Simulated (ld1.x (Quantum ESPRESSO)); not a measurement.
# Varying the PAW potential for oxygen (O)

Base potential:

ld1.x (Quantum ESPRESSO) 7.5 input, shortened:

```
&input
   title='O', zed=8., rel=1, dft='PBE', iswitch=3,
   config='[He] 2s1.75 2p4.25'
 /
 &inputp
   pseudotype=3, lpaw=.true., tm=.true., lloc=-1, rcloc=0.85,
   nlcc=.true.,
   which_augfun='BESSEL', rmatch_augfun=0.60
 /
4
2S  1  0   1.75   0.00  0.65  0.70  0.0
2S  1  0   0.00  -0.95  0.65  0.70  0.0
2P  2  1   4.25   0.00  0.85  1.15  0.0
2P  2  1   0.00  -0.20  0.85  1.15  0.0
 &test
   configts(1)='2s1.75 2p4.25'
 /
```

Cutoffs, loose and tight: the cutoffs (Ry, on a coarse ladder) from which the occupation-weighted sum of valence levels, in a spherical-Bessel basis at the reference potential, stays within 10 and 1 mRy of its value at 400 Ry. They do not see the model core or the augmentation charge, which bear on the density cutoff. Test errors are all-electron minus pseudo excitation energies from the reference, over the configurations 2s2 2p4; 2s2 2p3; 2s2 2p2; 2s2 2p0; 2s2 2p4.3; 2s1 2p4; 2s2 2p1. A dash means not determined; rows that change the core or the reference have their own tests. The largest error is taken over the tests solved by every variant that gives reliable tests at all: 2s2 2p2; 2s2 2p3; 2s2 2p4.

The default core radius of the base comes out at 0.34 bohr.

```csv
change,outcome,"cutoff, loose","cutoff, tight",bound ghosts,largest test error (meV)
base,generated,70 Ry,100 Ry,none,-6.4
non-relativistic,generated,70 Ry,100 Ry,none,-6.6
core correction a·sin(br)/r model core inside 0.42 bohr,generated,70 Ry,100 Ry,none,-6.5
"augmentation PSQ, inside the norm-conserving radii",generated,70 Ry,100 Ry,none,-6.2
```

Task: What comes out with this change to the base: waves 2p (bound): rcut 0.85, rcutus 0.92 bohr; 2p channel at -0.2 Ry: rcut 0.85, rcutus 0.92 bohr?

Result: outcome: generated; cutoff, loose: 80 Ry; cutoff, tight: 140 Ry; bound ghosts: none; largest test error (meV): -0.4.

Task: What comes out with this change to the base: waves 2s (bound): rcut 0.65, rcutus 1.02 bohr; 2s channel at -0.95 Ry: rcut 0.65, rcutus 1.02 bohr?

Result: outcome: generated; cutoff, loose: 50 Ry; cutoff, tight: 90 Ry; bound ghosts: none; largest test error (meV): -2.7.

Task: What comes out with this change to the base: wave 2s channel at -0.95 Ry: rcut 0.65, rcutus 0.70 bohr becomes 2s channel at -1.53 Ry: rcut 0.65, rcutus 0.70 bohr?

Result: outcome: generated; cutoff, loose: 70 Ry; cutoff, tight: 100 Ry; bound ghosts: none; largest test error (meV): +13.
